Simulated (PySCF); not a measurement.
## Relaxation of triplet PdH₂

These are results of PySCF, UPBE0, basis Pd def2-TZVP with ECP28, H def2-TZVP (scalar-relativistic core potentials, no spin–orbit coupling, density fitting), not measurements. A (50,194) grid was used.

A hand-made bent start, of C2v symmetry, held to at least that symmetry:

```xyz
3
charge 0 multiplicity 3, angstrom
Pd    0.0000    0.0000   -0.0163
H     1.2451    0.0000    0.8555
H    -1.2451    0.0000    0.8555
```

At each step, columns x, y, z (Å) and Fx, Fy, Fz (eV/Å):

```
step 0  E − E(last) = 26.62 kJ/mol
Pd   0.000   0.000  -0.016   0.000   0.000  -0.820
H    1.245   0.000   0.856   1.389   0.000   0.410
H   -1.245   0.000   0.856  -1.389   0.000   0.410
step 1  E − E(last) = 11.92 kJ/mol
Pd   0.000   0.000   0.013   0.000   0.000  -0.049
H    1.326   0.000   0.841   0.723   0.000   0.025
H   -1.326   0.000   0.841  -0.723   0.000   0.025
step 2  E − E(last) = 1.80 kJ/mol
Pd   0.000   0.000   0.090   0.000   0.000   0.490
H    1.465   0.000   0.802  -0.192   0.000  -0.245
H   -1.465   0.000   0.802   0.192   0.000  -0.245
step 3  E − E(last) = 1.13 kJ/mol
Pd   0.000   0.000   0.105   0.000   0.000   0.399
H    1.473   0.000   0.795  -0.186   0.000  -0.200
H   -1.473   0.000   0.795   0.186   0.000  -0.200
step 4  E − E(last) = 0.00 kJ/mol
Pd   0.000   0.000   0.148   0.000   0.000  -0.001
H    1.480   0.000   0.774  -0.001   0.000   0.001
H   -1.480   0.000   0.774   0.001   0.000   0.001
```

It ends at C2v with Pd–H 1.607 Å (×2); H–Pd–H 134.1°. No frequency check is given, so it may be a saddle point. Other isomers or separated fragments may lie lower.

Open d and f shells are described by one determinant, and the ground state may have another occupation or spin. At this level a singlet minimum of C2v symmetry lies 167 kJ/mol below this structure.

The relaxation took roughly 9 core-seconds on a shared host.
